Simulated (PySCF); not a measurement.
## Broadened absorption spectrum of [(OH)3Si]2S

Compound: [(OH)3Si]2S.
Z-matrix (Å and degrees, PBE0-D3(BJ)/def2-SVP geometry), rows numbered from 1:
```
Si
O   1  1.6373
O   1  1.6434  2  115.01
O   1  1.6371  2  108.85  3   121.19
S   1  2.1849  2  107.69  3  -121.13
Si  5  2.1017  1   93.95  2    53.90
O   6  1.6654  5  113.48  1   -64.38
O   6  1.6438  5  111.66  1   175.08
O   6  1.6653  5  106.98  1    48.87
H   2  0.9692  1  116.88  3    95.37
H   3  0.9700  1  111.69  2   -73.62
H   4  0.9620  1  114.34  2  -145.47
H   7  0.9635  6  115.79  5   -83.36
H   8  0.9621  6  117.04  5   -38.05
H   9  0.9647  6  114.85  5  -158.19
```

Computed with TDDFT wB97X-D/def2-SVPD, vertical, gas phase, core orbitals frozen in the response (PySCF).

Broadening: Gaussians 0.3 eV wide at half height, area fixed by f = 4.319×10⁻⁹ ∫ε dν̃. The cross-section is σ = 3.8235×10⁻²¹ ε cm², given in Mb (10⁻¹⁸ cm²). The width is an assumption, not a result. The curve ends short of the highest state used, and states not computed would add to its high-energy end.

(E (eV), σ (Mb)): (6.24, 0.02), (6.29, 0.09), (6.34, 0.29), (6.39, 0.80), (6.44, 1.90), (6.49, 3.85), (6.54, 6.69), (6.59, 9.96), (6.64, 12.72), (6.69, 13.92), (6.74, 13.07), (6.79, 10.53), (6.84, 7.30), (6.89, 4.40), (6.94, 2.39), (6.98, 1.45), (7.03, 0.90), (7.08, 0.73), (7.13, 0.69), (7.18, 0.67), (7.23, 0.66), (7.28, 0.67), (7.33, 0.70), (7.38, 0.72), (7.43, 0.68), (7.48, 0.60), (7.53, 0.54), (7.58, 0.72), (7.63, 1.55), (7.68, 3.78), (7.73, 8.43), (7.78, 16.36), (7.82, 24.98), (7.87, 37.03), (7.92, 47.30), (7.97, 52.28)

Q: Locate the maxima and give the states behind the curve.

A: 185 nm (6.69 eV), ε about 3600, made up of S1 (100%); 168 nm (7.38 eV), ε about 190, made up of S2 (11%) and S3 (89%) (ε in L mol⁻¹ cm⁻¹; maxima over ε = 5, shares over 10%). At its high-energy end, 7.97 eV, the curve is still rising (ε about 14000, from S4 and S5). The states used: S1 6.69 eV (f 0.041); S2 7.12 eV (f 0.0017); S3 7.41 eV (f 0.0019); S4 7.95 eV (f 0.035); S5 7.98 eV (f 0.110); S6 8.07 eV (f 0.0067); S7 8.23 eV (f 0.013); S8 8.37 eV (f 0.121); S9 8.48 eV (f 0.060); S10 8.57 eV (f 0.033).

Q: Coming from long wavelengths, where does ε first pass 100 L mol⁻¹ cm⁻¹?

A: At about 195 nm (6.35 eV), 0.34 eV below S1.

Q: What would ε be at 6.69 eV, the highest of these maxima, with half the width (0.15 eV)?

A: About 7270 L mol⁻¹ cm⁻¹ against 3640, a factor of about 2.00; a lone state at its own centre would give exactly 2.

Q: On this curve, what absorbance would a 10⁻⁴ mol/L sample give at 193 nm over a 1 cm path?

A: 193 nm is 6.424 eV, where ε is about 380 L mol⁻¹ cm⁻¹, so A = ε c l ≈ 0.038 (Beer–Lambert, with the gas-phase spectrum and the assumed width).

All these states lie below the vertical ionisation energy of 9.97 eV (ΔSCF).

One conformer stands for the species.
